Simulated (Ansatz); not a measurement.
`C[NH][Al]([F])[Cl]` + `FC[SiH3]` → `F[CH]([SiH3])[Al]([F])[Cl]` + CH₃NH₂  (formal exchange of groups at the Al–N bond)

Computed with Ansatz on PBE0-D4/def2-TZVP structures; ΔE is electronic, products minus reactants. CCSD(T)/CBS adds triple-zeta CCSD(T) − MP2 to the extrapolated MP2 energy (def2 sets, frozen cores). DFT in def2-TZVPP. Each species was taken in one conformer, which may not be the lowest.

Problem. Is it downhill or uphill in electronic energy at CCSD(T)/CBS, and by how much? (An estimate is asked.)

Solution. The calculation gave: Uphill: ΔE = +1.06 eV.

Problem. What do these levels give: B97M-V, ωB97X-V, B2PLYP, r2SCANh, CCSD(T)/def2-SVP, CCSD/def2-TZVPP? (Estimate.)

Solution. Computed: B97M-V 1.03, ωB97X-V 1.05, B2PLYP 1.10, r2SCANh 1.06, CCSD(T)/def2-SVP 1.09, CCSD/def2-TZVPP 1.11 eV.

Largest T1 diagnostic among the species: 0.012.

Leaving LDA and LC-ωPBE aside and taking each functional with its dispersion term where it has one, the values, not all of them listed here, spread over 0.17 eV, from PBE-D4 to BHLYP-D4. In def2-TZVPP, CCSD(T) changes the Hartree–Fock value by −0.13 eV (the triples alone add −0.03 eV) and MP2 by −0.09 eV.
